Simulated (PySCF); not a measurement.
1-methyl-2,3-dihydroborole (C₅H₉B), SMILES CB1C=CCC1.

Geometry: B3LYP-D3(BJ)/def2-SVP. Other conformers were not sampled.

Calculation: TDA-PBE0/def2-SVPD (PySCF 2.14.0).

Vertical excitations. The molecule is in vacuum.

```
state  energy (eV)  λ (nm)      f                              main pairs
-----  -----------  ------  -----  --------------------------------------
S1            5.53     224  0.001                        HOMO−1→LUMO 98 %
S2            6.00     207  0.000                        HOMO−2→LUMO 98 %
S3            6.25     198  0.328                          HOMO→LUMO 89 %
S4            7.08     175  0.006      HOMO→LUMO+1 81 %, HOMO−3→LUMO 14 %
S5            7.12     174  0.006      HOMO−3→LUMO 82 %, HOMO→LUMO+1 14 %
S6            7.56     164  0.001                        HOMO−5→LUMO 96 %
S7            7.63     162  0.020                      HOMO−1→LUMO+1 98 %
S8            7.76     160  0.003                        HOMO→LUMO+2 91 %
S9            7.78     159  0.076                        HOMO−4→LUMO 93 %
S10           8.15     152  0.001  HOMO−1→LUMO+3 60 %, HOMO−2→LUMO+1 21 %
T1            3.82     325      0                          HOMO→LUMO 93 %
T2            5.10     243      0                        HOMO−1→LUMO 91 %
T3            5.49     226      0                        HOMO−2→LUMO 90 %
T4            6.69     185      0                        HOMO−3→LUMO 87 %
```
Triplets are in the Tamm–Dancoff approximation.
